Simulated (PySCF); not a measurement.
C4H13NSi. Atoms are numbered in the order given.

```xyz
19

C     -1.7075    -1.2893     0.6321
C     -0.9900     0.0157     0.2670
C     -1.7229     0.7673    -0.8535
N      0.4339    -0.2027    -0.0245
C      0.7563    -1.0266    -1.1769
Si     1.6301     0.8707     0.6395
H     -2.7293    -1.0809     0.9862
H     -1.1620    -1.8182     1.4281
H     -1.7937    -1.9650    -0.2337
H     -1.0188     0.6575     1.1650
H     -1.7744     0.1647    -1.7747
H     -2.7568     1.0036    -0.5559
H     -1.2096     1.7116    -1.0935
H      1.8412    -1.2117    -1.2125
H      0.4708    -0.5708    -2.1459
H      0.2656    -2.0133    -1.1197
H      1.8130     2.1714    -0.0909
H      2.9477     0.1706     0.6173
H      1.2318     1.2070     2.0372
```

Geometry: B3LYP-D3(BJ)/def2-SVP. Other conformers were not sampled.

Calculation: SMD-ωB97X/def2-SVP in PySCF.

Solvation free energies are E(SMD) − E(gas) at the gas-phase geometry, for 1 M in both phases. In vacuum the dipole moment is 1.05 D.

Computed solvation free energies in water, diethylether, toluene:
```json
[
 {"solvent": "water", "ΔG(solv) (kcal/mol)": "2.6", "its non-electrostatic (CDS) part": "4.4", "dipole (D)": "1.39"},
 {"solvent": "diethylether", "ΔG(solv) (kcal/mol)": "-2.9", "its non-electrostatic (CDS) part": "-1.8", "dipole (D)": "1.28"},
 {"solvent": "toluene", "ΔG(solv) (kcal/mol)": "-2.7", "its non-electrostatic (CDS) part": "-1.9", "dipole (D)": "1.21"}
]
```
